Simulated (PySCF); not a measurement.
BiCl₃, SMILES [Cl][Bi]([Cl])[Cl] (connectivity only; charge and spin as stated), charge +1, multiplicity 2. Atoms are numbered in the order given.

```xyz
4

Bi     0.0000     0.0000     0.5466
Cl     1.7555     1.0135    -0.8896
Cl     0.0000    -2.0270    -0.8896
Cl    -1.7555     1.0135    -0.8896
```
Charge +1, spin multiplicity 2.

Geometry optimised at PBE0-D3(BJ)/def2-SVP. A frequency run showed that this geometry is not a minimum. The spin state was assumed, not searched. The isomer is the one that the SMILES or the coordinates give; other isomers of the formula were not compared. The def2 effective core potentials stand for the cores of Bi; spin–orbit coupling is left out.

The numbers are results of B3LYP/def2-TZVPD (PySCF), not measurements.

Mulliken values depend strongly on the basis, most of all with diffuse functions as here. ESP charges are fitted to the potential on shells at 1.4 to 2.0 van der Waals radii. Atomic charges (e):

```tsv
atom	ESP fit	Mulliken	Mulliken spin
Bi1	[?]	1.30	-0.07
Cl2	[?]	-0.10	0.36
Cl3	[?]	-0.10	0.36
Cl4	[?]	-0.10	0.36
```

Task: Some entries are withheld; supply them. (An estimate is asked for; the answer gives what the named calculation found.)

Result: 
- Bi1, ESP fit: 0.96
- Cl2, ESP fit: 0.01
- Cl3, ESP fit: 0.01
- Cl4, ESP fit: 0.01
